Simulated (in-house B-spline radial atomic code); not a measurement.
Configurations of I4+, with energies counted from [Kr] 4d10 5s2 (5p1/2)1. All numbers are computed (Dirac-Hartree-Fock, average of each configuration as written; Fermi nucleus of rms radius 4.75 fm) with a B-spline radial code for spherical atoms, not measured. Energies include first-order Breit, QED and recoil terms.

Occupations are held fixed; configurations that lie above the ionisation limit could autoionise.

```csv
configuration,E - E(ref) (eV),highest orbital,its <r> (bohr)
[Kr] 4d10 5s2 (5p3/2)1,1.5106,5p3/2,2.077
[Kr] 4d10 5s1 (5p1/2)1 (5p3/2)1,12.405,5p3/2,2.078
[Kr] 4d10 5s2 (8f5/2)1,44.392,8f5/2,15.3
[Kr] (4d3/2)4 (4d5/2)5 5s2 (5p1/2)1 6s1,74.271,6s1/2,3.575
[Kr] (4d3/2)4 (4d5/2)5 5s2 (5p3/2)1 (6g7/2)1,96.069,6g7/2,8.676
[Kr] (4d3/2)4 (4d5/2)5 5s2 (5p3/2)1 (7g7/2)1,98.592,7g7/2,12.54
```

Order these further configurations by energy, lowest first.
A. [Kr] 4d10 5s2 (9p1/2)1
B. [Kr] (4d3/2)4 (4d5/2)5 5s2 (5p3/2)1 (6p1/2)1
C. [Ar] (3d3/2)3 (3d5/2)6 4s2 4p6 4d10 5s2 (5p1/2)1 (7d5/2)1
D. [Kr] (4d3/2)4 (4d5/2)5 5s2 (5p1/2)1 (8g7/2)1
E. [Kr] 4d10 5s2 9s1

E (42.441 eV), A (43.1 eV), B (80.414 eV), D (98.344 eV), C (675.71 eV).

How far above the reference does [Kr] 4d10 5s2 6s1 lie?

21.734 eV; its least bound orbital is 6s1/2 with <r> = 3.647 bohr.
